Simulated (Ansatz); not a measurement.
Level of theory: Ansatz (a quantum-chemistry and plane-wave program) with B3LYP-D3(BJ)/def2-TZVP. No frequencies were computed at this level.

Ansatz 0.2 input:
```yaml
crystal:
  periodic: [false, false, false]
  atoms:
    - { symbol: N, position_ang: [1.047585, -0.039848, 0.070469] }
    - { symbol: Al, position_ang: [-0.712778, 0.0249, -0.047812] }
    - { symbol: Br, position_ang: [-1.718438, 2.015579, -0.317311] }
    - { symbol: Br, position_ang: [-1.893119, -1.882229, 0.073365] }
    - { symbol: H, position_ang: [1.670574, 0.756291, 0.032337] }
    - { symbol: H, position_ang: [1.606175, -0.874694, 0.188951] }
basis:
  gaussian: { orbitals: def2-tzvp }
hamiltonian:
  xc: b3lyp
  dispersion: d3bj
relax:
  max_steps: 150
```

Output:

```
Functional definition: B3LYP
1328 factors; their error is unknown
mean field evaluation 1: about -148210.8672 eV, gradient 6.8e1 eV
mean field evaluation 2: about -148182.8562 eV, gradient 1.1e2 eV
mean field evaluation 4: about -148219.3791 eV, gradient 7.2e0 eV
mean field evaluation 8: about -148219.4772 eV, gradient 2.0e-1 eV
mean field evaluation 16: about -148220.1737 eV, gradient 2.7e-4 eV
mean field -148220.17371386 eV, -5446.9909167420 hartree, gradient 2.7e-5 eV, S^2 0.000000; 0 other end points of the search recorded, 0 dependent functions left out
reference -148220.17396801 eV, -5446.9909260821 hartree; 46, 46 occupied and 130, 130 virtual orbitals, 1328 factors
relax step   1: F+E_penalty+E_count = -148220.46777638 eV  Δ(F+E_penalty+E_count) = +0.000e0 eV  max|allowed force component| = 4.832e-1 eV/Å  Δτ_max = 0.0000 Å  (28 SCF iters, accepted)
these checks for a lower state are left out or cut short: starts, cluster_reference, orbital_swaps, neighbouring_geometries, increment
1328 factors; their error is unknown
mean field -148220.18061337 eV, -5446.9911702945 hartree, gradient 2.3e-5 eV, S^2 0.000000; 0 other end points of the search recorded, 0 dependent functions left out
reference -148220.18086747 eV, -5446.9911796326 hartree; 46, 46 occupied and 130, 130 virtual orbitals, 1328 factors
relax step   2: F+E_penalty+E_count = -148220.47524933 eV  Δ(F+E_penalty+E_count) = -7.473e-3 eV  max|allowed force component| = 2.119e-1 eV/Å  Δτ_max = 0.0124 Å  (32 SCF iters, accepted)
these checks for a lower state are left out or cut short: starts, cluster_reference, orbital_swaps, neighbouring_geometries, increment
1328 factors; their error is unknown
mean field evaluation 32: about -148220.1824 eV, gradient 2.3e-5 eV
mean field -148220.18243154 eV, -5446.9912371109 hartree, gradient 2.3e-5 eV, S^2 0.000000; 0 other end points of the search recorded, 0 dependent functions left out
reference -148220.18268542 eV, -5446.9912464409 hartree; 46, 46 occupied and 130, 130 virtual orbitals, 1328 factors
relax step   3: F+E_penalty+E_count = -148220.47764437 eV  Δ(F+E_penalty+E_count) = -2.395e-3 eV  max|allowed force component| = 5.565e-2 eV/Å  Δτ_max = 0.0178 Å  (30 SCF iters, accepted)
these checks for a lower state are left out or cut short: starts, cluster_reference, orbital_swaps, neighbouring_geometries, increment
1328 factors; their error is unknown
mean field -148220.18283839 eV, -5446.9912520625 hartree, gradient 2.2e-5 eV, S^2 0.000000; 0 other end points of the search recorded, 0 dependent functions left out
reference -148220.18309234 eV, -5446.9912613951 hartree; 46, 46 occupied and 130, 130 virtual orbitals, 1328 factors
relax step   4: F+E_penalty+E_count = -148220.47798460 eV  Δ(F+E_penalty+E_count) = -3.402e-4 eV  max|allowed force component| = 3.911e-2 eV/Å  Δτ_max = 0.0133 Å  (31 SCF iters, accepted)
these checks for a lower state are left out or cut short: starts, cluster_reference, orbital_swaps, neighbouring_geometries, increment
1328 factors; their error is unknown
mean field -148220.18281227 eV, -5446.9912511025 hartree, gradient 2.2e-5 eV, S^2 0.000000; 0 other end points of the search recorded, 0 dependent functions left out
reference -148220.18306619 eV, -5446.9912604341 hartree; 46, 46 occupied and 130, 130 virtual orbitals, 1328 factors
relax step   5: F+E_penalty+E_count = -148220.47800143 eV  Δ(F+E_penalty+E_count) = -1.683e-5 eV  max|allowed force component| = 6.772e-4 eV/Å  Δτ_max = 0.0011 Å  (33 SCF iters, accepted)
1328 factors; their error is unknown
mean field evaluation 64: about -148220.1828 eV, gradient 9.3e-2 eV
mean field -148220.18281227 eV, -5446.9912511025 hartree, gradient 2.2e-5 eV, S^2 0.000000; 1 other end points of the search recorded, 0 dependent functions left out
reference -148220.18306619 eV, -5446.9912604341 hartree; 46, 46 occupied and 130, 130 virtual orbitals, 1328 factors
Total energy: -148220.47825536 eV, -5447.0021084359 hartree
Atom 0 at     1.055048    -0.038969     0.071253 Å, force    -0.000677     0.000340    -0.000091 eV/Å
Atom 1 at    -0.690768     0.025402    -0.046640 Å, force     0.000039    -0.000082     0.000025 eV/Å
Atom 2 at    -1.719371     2.008228    -0.315378 Å, force     0.000138    -0.000321     0.000082 eV/Å
Atom 3 at    -1.889059    -1.875103     0.071713 Å, force     0.000300     0.000318    -0.000061 eV/Å
Atom 4 at     1.657982     0.767195     0.027275 Å, force     0.000233    -0.000170    -0.000067 eV/Å
Atom 5 at     1.586167    -0.886753     0.191776 Å, force    -0.000033    -0.000084     0.000113 eV/Å
Dipole moment:     0.470355    -0.017392     0.031759 e Å
```

Cost: about 60 core-seconds (a rough figure).
